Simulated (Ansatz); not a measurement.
An input meant for Pd4 (charge 0, singlet).

```yaml
crystal:
  periodic: [false, false, false]
  atoms:
    - {symbol: Pd, position_ang: [-0.941871, 0.690571, 1.072185]}
    - {symbol: Pd, position_ang: [0.459551, 0.854121, -1.254148]}
    - {symbol: Pd, position_ang: [-0.853006, -1.195139, -0.597906]}
    - {symbol: Pd, position_ang: [1.335327, -0.349552, 0.779869]}
basis:
  gaussian: {orbitals: def2-TZVPD}
hamiltonian: {xc: {name: PBE0}, dispersion: d3bjatm}
scf: {max_iter: 3}
```

```sh
$ ansatz run in.yaml --threads 4 --pin off --events-out ev --progress --plain --max-ram 3916MiB
```

It prints (some lines left out):

```
Error: invalid value for `basis.gaussian`: such a run doesn't read scf.max_iter; remove what it names
```

Question: Something in this input is off. What?

Answer: The input holds a key that doesn't belong there. The program refused the input.
